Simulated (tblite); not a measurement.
C₉H₈.
SMILES with atom numbers: `[CH2:1]=[CH:2][C:3](=[CH2:4])[C:5]#[C:6][C:7]#[C:8][CH3:9]` (hydrogens: H10, H11 on C1; H12 on C2; H13, H14 on C4; H15, H16, H17 on C9)

Computed with GFN2-xTB (tblite), gas phase: Langevin dynamics at 600 K from the optimised GFN2-xTB geometry, time step 0.5 fs, friction 0.01 fs⁻¹, 2000 steps. The instantaneous temperature is 2·E(kin)/(3Nk) with all 3N coordinates.

```tsv
t (fs)	T (K)	E(pot) above start (eV)	C1=C2 (Å)	C2–C3 (Å)	C3=C4 (Å)	C3–C5 (Å)	C5≡C6 (Å)	C1–H10 (Å)	C1–C2–C3–C4 (°)
0	518	0.000	1.327	1.461	1.341	1.413	1.212	1.077	180
25	328	0.791	1.376	1.419	1.387	1.401	1.214	1.080	177
50	479	0.724	1.360	1.448	1.361	1.428	1.256	1.048	-175
75	549	0.907	1.287	1.463	1.331	1.429	1.193	1.120	-154
100	492	1.294	1.318	1.520	1.330	1.408	1.212	1.090	-129
125	827	1.043	1.357	1.500	1.321	1.340	1.235	1.058	-139
150	715	1.355	1.383	1.529	1.347	1.439	1.239	1.147	-133
175	630	1.179	1.335	1.564	1.319	1.393	1.184	1.104	-134
200	640	1.165	1.319	1.502	1.318	1.352	1.243	1.043	-155
225	641	1.112	1.323	1.543	1.357	1.422	1.225	1.139	-161
250	629	1.087	1.300	1.479	1.314	1.397	1.180	1.136	-166
275	670	1.116	1.345	1.484	1.320	1.355	1.237	1.028	178
300	757	1.151	1.369	1.476	1.345	1.477	1.239	1.061	178
325	827	1.175	1.347	1.415	1.308	1.440	1.193	1.082	-173
350	757	1.342	1.325	1.512	1.317	1.445	1.247	1.084	-148
375	683	1.184	1.293	1.486	1.352	1.354	1.245	1.089	-145
400	746	1.057	1.332	1.511	1.423	1.420	1.178	1.048	-157
425	664	1.623	1.345	1.510	1.377	1.414	1.205	1.114	164
450	738	1.087	1.350	1.599	1.295	1.382	1.214	1.094	148
475	681	1.313	1.282	1.574	1.265	1.426	1.200	1.040	128
500	708	1.214	1.298	1.421	1.358	1.435	1.246	1.122	140
525	646	1.680	1.346	1.382	1.408	1.470	1.235	1.049	153
550	777	1.528	1.351	1.396	1.373	1.444	1.214	1.042	177
575	916	1.375	1.318	1.428	1.344	1.475	1.249	1.141	-172
600	737	1.694	1.297	1.465	1.313	1.512	1.212	1.165	-160
625	801	1.351	1.316	1.492	1.353	1.441	1.187	1.015	-131
650	604	1.514	1.338	1.436	1.387	1.456	1.253	1.025	-112
675	624	1.563	1.369	1.460	1.353	1.445	1.219	1.145	-122
700	631	1.372	1.335	1.453	1.347	1.422	1.179	1.147	-97
725	552	1.208	1.288	1.441	1.353	1.393	1.253	1.053	-118
750	542	1.270	1.293	1.452	1.383	1.377	1.226	1.065	-126
775	586	1.206	1.386	1.459	1.390	1.468	1.219	1.139	-123
800	636	1.058	1.343	1.453	1.321	1.431	1.215	1.097	-129
825	586	1.083	1.335	1.516	1.278	1.404	1.206	1.036	-127
850	481	0.937	1.342	1.467	1.391	1.442	1.190	1.132	-134
875	559	0.840	1.329	1.409	1.427	1.382	1.220	1.054	-145
900	852	0.585	1.357	1.484	1.364	1.401	1.232	1.073	180
925	531	1.074	1.332	1.536	1.275	1.465	1.204	1.159	145
950	547	0.995	1.329	1.418	1.289	1.393	1.191	1.089	146
975	628	1.099	1.304	1.543	1.384	1.491	1.236	1.003	147
1000	609	1.050	1.283	1.417	1.362	1.446	1.212	1.138	169
```

**Question.** From 500 fs on, how do temperature and potential energy compare with equipartition?

**Answer.** The mean temperature of these 21 frames is 645 K against the target 600 K, and the mean potential energy 1.22 eV against 45 × kT/2 = 1.16 eV for 45 classical harmonic modes. For 17 atoms in a canonical ensemble the temperature itself scatters by T·√(2/(3N)) = 119 K; here its standard deviation is 111 K. The whole run lasts only 10 friction times of 100 fs, so these averages carry a wide statistical error.

**Question.** What are the kinetic and total energies of the listed frame with the highest potential energy?

**Answer.** The one at 600 fs, 1.694 eV above the start. Its kinetic energy is 3NkT/2 = 1.619 eV at 737 K, so the sum is 3.31 eV; over the listed frames the sum runs from 1.14 to 3.39 eV, since the thermostat adds and removes energy.

**Question.** How much do the listed bonds fluctuate from 500 fs on?

**Answer.** 
```
  bond  at the start (Å)  mean (Å)  standard deviation (Å)
 C1=C2             1.327     1.328                   0.027
 C2–C3             1.461     1.454                   0.042
 C3=C4             1.341     1.355                   0.040
 C3–C5             1.413     1.438                   0.036
 C5≡C6             1.212     1.219                   0.021
C1–H10             1.077     1.090                   0.051
```

The motion is classical and holds no zero-point motion.

The cost below is that of the whole dynamics run. Hardware: one thread, Intel Xeon Platinum 8488C (x86_64), no GPU, shared host with 48 logical CPUs at a one-minute load of 9.4. Cost: 13 s, 0.18 GiB resident at most.
